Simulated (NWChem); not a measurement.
System: InBr3; SMILES [Br][In]([Br])[Br]

Not confirmed as a minimum by frequencies. def2 effective core potentials on In; no spin-orbit coupling.

### Question
Give the equilibrium geometry at PBE0/def2-SVP with def2 effective core potentials on In (NWChem) as a Z-matrix, with the point group.

### Answer
point group D3h; any orientation.
```
In
Br 1 2.4596
Br 1 2.4596 2 120.00
Br 1 2.4596 2 120.00 3 180.00
```
